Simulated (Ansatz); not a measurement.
Isolated molecules relaxed with PBE0-D4/def2-TZVP in Ansatz; ΔE leaves out vibrations. CBS: MP2 limit from def2 TZ/QZ plus the TZ coupled-cluster correction, frozen cores. This one scheme is used for every species. Functionals use def2-TZVPP. B3LYP here is the variant with VWN-RPA as its local correlation; programs differ in this. For Ge outer-core shells are correlated without core-valence functions, which leaves a few kJ/mol of doubt a bond. Scalar relativity is left out up to krypton. Each species was taken in one conformer, which may not be the lowest.

`C#[C][GeH2][CH2]Cl` + H₂ → `C#[C][GeH2][CH3]` + HCl  (hydrogenolysis of a C–Cl bond)

```csv
level,ΔE (kcal/mol)
B3LYP-D4,-23.1
ωB97X-V,-23.5
ωB97M-V,-23.7
PBE,-23.4
PBE0,-24.8
B3LYP,-25.1
HF/def2-QZVPP,-28.0
CCSD/CBS(def2),-24.7
```

**Question.** What does CCSD(T)/CBS give? (Best estimate.)

**Answer.** Ansatz gave: -23.5 kcal/mol. The listed levels differ from it by 0.4, 0.0, -0.2, 0.1, -1.3, -1.6, -4.5, -1.2 kcal/mol.

Largest T1 diagnostic among the species: 0.012.

The D4 term adds +2.0 kcal/mol with B3LYP and +1.1 kcal/mol with PBE0; it sums over pairs of atoms, weighted by their polarisabilities, and B3LYP, whose exchange is more repulsive, gets the larger term. From PBE to PBE0 (25 % exact exchange), in def2-TZVPP and without D4, ΔE moves by −1.4 kcal/mol. In def2-TZVPP, CCSD(T) changes the Hartree–Fock value by +3.5 kcal/mol (the triples alone add +1.2 kcal/mol) and MP2 by +4.5 kcal/mol.
